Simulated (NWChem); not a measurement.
System: SnH4Se2; SMILES [SeH][SnH2][SeH]

```xyz
7

Sn     0.0000     0.0000    -0.8202
Se     2.1280     0.0122     0.6180
Se    -2.1280    -0.0122     0.6180
H      0.1212     1.4364    -1.7741
H     -0.1212    -1.4364    -1.7741
H      1.7381    -1.2651     1.2676
H     -1.7381     1.2651     1.2676
```
Atoms are numbered in this order, from 1.

Program: NWChem. Coordinates come from a PBE-D3(BJ)/def2-SVP (def2 core potentials past Kr) optimisation. No frequency run checked for a minimum.

For level TPSS/STO-3G, non-relativistic:

```yaml
highest occupied level (eV): -3.08
orbital gap (eV): 5.32
dipole (D): 0.87
```

What are these values for level TPSS/3-21G, non-relativistic?


| Item | Result |
|---|---|
| highest occupied level (eV) | -5.90 |
| orbital gap (eV) | 4.08 |
| dipole (D) | 0.68 |
